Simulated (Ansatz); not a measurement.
`F[CH](F)[SnH2][SH]` and `F[CH2][SnH2][SH]` differ in one atom or group.

Ansatz, PBE0-D4/def2-TZVP geometries, multiplicity 1. Each molecule was computed in one conformer, which needn't be the lowest.

Elements past krypton have def2 core potentials.

```tsv
property	`F[CH](F)[SnH2][SH]`
HOMO energy (PBE0/def2-TZVPP) / eV	-7.38
size of the dipole moment (ωB97M-V/def2-TZVPP) / D	2.45
HOMO energy (B3LYP/def2-TZVPP) / eV	-7.15
HOMO energy (ωB97M-V/def2-TZVPP) / eV	-9.57
HOMO–LUMO gap (B3LYP/def2-TZVPP) / eV	6.14
size of the dipole moment (PBE/def2-TZVPP) / D	2.22
```

(1) What does the change do to each property? (Estimate.)

## Answers

(1) The calculation gave: 
```json
{"property": "HOMO energy (PBE0/def2-TZVPP) / eV", "`F[CH2][SnH2][SH]`": "-7.22", "shift": "0.16"}
{"property": "size of the dipole moment (ωB97M-V/def2-TZVPP) / D", "`F[CH2][SnH2][SH]`": "2.12", "shift": "-0.33"}
{"property": "HOMO energy (B3LYP/def2-TZVPP) / eV", "`F[CH2][SnH2][SH]`": "-6.98", "shift": "0.17"}
{"property": "HOMO energy (ωB97M-V/def2-TZVPP) / eV", "`F[CH2][SnH2][SH]`": "-9.41", "shift": "0.16"}
{"property": "HOMO–LUMO gap (B3LYP/def2-TZVPP) / eV", "`F[CH2][SnH2][SH]`": "6.21", "shift": "0.07"}
{"property": "size of the dipole moment (PBE/def2-TZVPP) / D", "`F[CH2][SnH2][SH]`": "1.99", "shift": "-0.23"}
```

With PBE0 the HOMO rises by 0.16 eV and the LUMO rises by 0.22 eV, so the gap widens by about 0.06 eV. PBE moves the HOMO by 0.14 eV and ωB97M-V by 0.16 eV. Dipoles are sizes alone; their direction can turn.

B3LYP here is the variant with VWN-RPA as its local correlation; programs differ in this.
